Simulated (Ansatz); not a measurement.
Question: Name a neutral molecule of F, O, W and H with LUMO energy (B3LYP/def2-TZVPP) between -3.55 and -3.25 eV and HOMO energy (PBE/def2-TZVPP) between -9.00 and -8.70 eV (Ansatz, PBE0-D4/def2-TZVP geometry).

Answer: `[O]=[W]([OH])([F])([F])[F]` (-3.53 eV, -8.88 eV). Other molecules can fit too; these were computed, each in one conformer that needn't be the lowest.

B3LYP here is the variant with VWN-RPA as its local correlation; programs differ in this.
